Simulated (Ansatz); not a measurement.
Program: Ansatz. Geometries: PBE0-D4/def2-TZVP. ΔE: electronic, gas phase. CBS: MP2 limit from def2 TZ/QZ plus the TZ coupled-cluster correction, frozen cores. This one scheme is used for every species. DFT in def2-TZVPP. B3LYP here is the variant with VWN-RPA as its local correlation; programs differ in this. HSE06 is defined as in plane-wave codes. Each species was taken in one conformer, which may not be the lowest.

`O[SiH](F)[AlH2]` + H–F → `F[SiH](F)[AlH2]` + H₂O  (ligand exchange at the Si–O bond)

```
             level  ΔE (kJ/mol)  difference from CCSD(T)/CBS
       LDA (SPW92)        -33.9                          4.9
            PBE-D4        -37.5                          1.3
         revPBE-D4        -36.2                          2.6
           BLYP-D4        -40.6                         -1.8
         r2SCAN-D4        -40.6                         -1.8
           PBE0-D4        -36.7                          2.1
          B3LYP-D4        -40.0                         -1.2
        r2SCANh-D4        -39.9                         -1.1
        r2SCAN0-D4        -38.9                         -0.1
          HSE06-D4        -36.5                          2.3
          BHLYP-D4        -40.4                         -1.6
      CAM-B3LYP-D4        -40.6                         -1.8
           ωB97X-V        -39.7                         -0.9
           ωB97M-V        -39.4                         -0.6
          PBE-QIDH        -36.6                          2.2
               PBE        -39.3                         -0.5
            revPBE        -40.8                         -2.0
              BLYP        -44.3                         -5.5
            r2SCAN        -41.1                         -2.3
              PBE0        -38.2                          0.6
             B3LYP        -42.8                         -4.0
           r2SCANh        -40.4                         -1.6
           r2SCAN0        -39.4                         -0.6
             HSE06        -37.9                          0.9
             BHLYP        -42.6                         -3.8
           LC-ωPBE        -39.0                         -0.2
       HF/def2-SVP        -39.9                         -1.1
      MP2/def2-SVP        -34.9                          3.9
     CCSD/def2-SVP        -37.1                          1.7
  CCSD(T)/def2-SVP        -36.5                          2.3
     HF/def2-TZVPP        -44.7                         -5.9
    MP2/def2-TZVPP        -35.7                          3.1
SCS-MP2/def2-TZVPP        -38.4                          0.4
   CCSD/def2-TZVPP        -38.5                          0.3
CCSD(T)/def2-TZVPP        -37.4                          1.4
     HF/def2-QZVPP        -46.5                         -7.7
SCS-MP2/def2-QZVPP        -39.8                         -1.0
      HF/CBS(def2)        -46.8                         -8.0
     MP2/CBS(def2)        -37.1                          1.7
    CCSD/CBS(def2)        -39.9                         -1.1
       CCSD(T)/CBS        -38.8                            0
```

Largest T1 diagnostic among the species: 0.012.

Leaving LDA and LC-ωPBE aside and taking each functional with its dispersion term where it has one, the values, not all of them listed here, spread over 6.3 kJ/mol, from B97M-V to revPBE-D4. LDA lies +5.4 kJ/mol from PBE without D4. In def2-TZVPP, CCSD(T) changes the Hartree–Fock value by +7.3 kJ/mol (the triples alone add +1.1 kJ/mol) and MP2 by +9.0 kJ/mol.
